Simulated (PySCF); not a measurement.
InH at PBE0

Level: PBE0. In cc-pVTZ-PP with ECP28, H cc-pVTZ; scalar-relativistic core potentials (PySCF 2.14).

| Quantity | Value |
| --- | --- |
| state | ³Π (triplet), unpaired electrons σ ↑, π ↑, a second solution, started from another occupation |
| bond length | 1.780 Å |
| harmonic wavenumber | 1429 cm⁻¹ |
| force constant | 1.20 mdyn/Å |
| rotational constant Be | 5.326 cm⁻¹ |
| anharmonicity ωexe | 70.3 cm⁻¹ |
| vibration–rotation constant αe | 0.275 cm⁻¹ |
| energy of the minimum from ground-state In + H | -0.63 eV |
| bond order (Mayer) | 0.84 |
| dipole moment (positive dipole means In(−)H(+)) | -0.33 D |

Spin–orbit coupling is left out, which matters for elements this heavy, above all for dissociation energies.
